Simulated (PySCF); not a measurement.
Harmonic spectrum computed at PBE0 in the def2-TZVP basis family (core potentials from Rb on, PySCF, no spin–orbit coupling):

```
symmetry  ω (cm⁻¹)  IR (km/mol, summed over degenerate members)
      e'       254                                          1.3
    a2''       455                                          4.9
     a1'       479                                          0.0
      e'       969                                          695
```

Q: Which molecule gave it? In each, all ligands are bound to the one heavy central atom.
A. GaCl₃ (singlet)
B. ZrCl₃ (doublet)
C. CoCl₃ (quintet)
D. BCl₃ (singlet)

A: D. It has D3h symmetry with B–Cl 1.737 Å (×3).
